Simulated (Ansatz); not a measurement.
A structure relaxed at PBE-D4/def2-SVP in Ansatz, charge 0, singlet:

```xyz
74

C     5.016   13.590    7.201
C     5.613   12.423    7.698
C     5.254   11.189    7.146
C     4.300   11.150    6.102
C     3.867    9.880    5.469
C     4.423    8.621    5.774
C     3.947    7.476    5.133
C     2.908    7.595    4.182
C     2.342    6.431    3.462
C     1.307    6.614    2.520
C     0.778    5.515    1.847
C     1.288    4.223    2.117
C     0.779    3.006    1.445
C    -0.185    3.024    0.415
C    -0.605    1.826   -0.164
C    -0.056    0.605    0.291
C    -0.441   -0.707   -0.277
C     0.040   -1.900    0.305
C    -0.322   -3.131   -0.237
C    -1.166   -3.169   -1.372
C    -1.586   -4.437   -2.011
C    -1.333   -5.712   -1.464
C    -1.751   -6.856   -2.145
C    -2.427   -6.720   -3.380
C    -2.892   -7.883   -4.170
C    -3.458   -7.689   -5.449
C    -3.879   -8.789   -6.195
C    -3.730  -10.090   -5.661
C    -4.133  -11.310   -6.404
C    -4.594  -11.288   -7.737
C    -4.952  -12.489   -8.359
C    -4.837  -13.684   -7.630
N    -4.400  -13.733   -6.361
C    -4.061  -12.578   -5.774
N    -3.206  -10.278   -4.429
C    -2.810   -9.222   -3.720
N    -2.676   -5.498   -3.908
C    -2.275   -4.412   -3.250
N    -1.620   -2.028   -1.941
C    -1.270   -0.856   -1.413
N     0.861    0.581    1.287
C     1.258    1.729    1.832
N     2.277    4.042    3.022
C     2.777    5.099    3.661
N     2.375    8.802    3.880
C     2.836    9.889    4.496
N     3.726   12.281    5.631
C     4.076   13.454    6.165
H     5.268   14.582    7.603
H     6.354   12.472    8.511
H     5.708   10.265    7.531
H     5.235    8.522    6.510
H     4.386    6.497    5.374
H     0.943    7.637    2.345
H    -0.033    5.663    1.120
H    -0.611    3.971    0.053
H    -1.362    1.844   -0.962
H     0.700   -1.819    1.181
H     0.063   -4.058    0.211
H    -0.813   -5.821   -0.501
H    -1.546   -7.848   -1.718
H    -3.553   -6.659   -5.822
H    -4.323   -8.632   -7.188
H    -4.668  -10.343   -8.295
H    -5.311  -12.501   -9.399
H    -5.109  -14.648   -8.095
H    -3.701  -12.620   -4.733
H    -2.402   -9.451   -2.720
H    -2.492   -3.430   -3.703
H    -1.667    0.033   -1.935
H     2.009    1.679    2.639
H     3.580    4.874    4.385
H     2.383   10.859    4.230
H     3.579   14.348    5.746
```

Question: Give its formula, name or SMILES.

Answer: `c1ccc(-c2ccc(-c3ccc(-c4ccc(-c5ccc(-c6ccc(-c7ccc(-c8cccnc8)nc7)nc6)nc5)nc4)nc3)nc2)nc1`.

Question: Summarise the bond lengths by kind (pairs closer than 1.2 times the sum of covalent radii, bridged metal pairs left out).

Answer: 39 × C–C 1.39 to 1.48 Å; 16 × C–N 1.33 to 1.35 Å; 26 × C–H 1.10 to 1.11 Å.

Single mean-field runs in def2-SVP are fitted with def2-universal-jkfit.
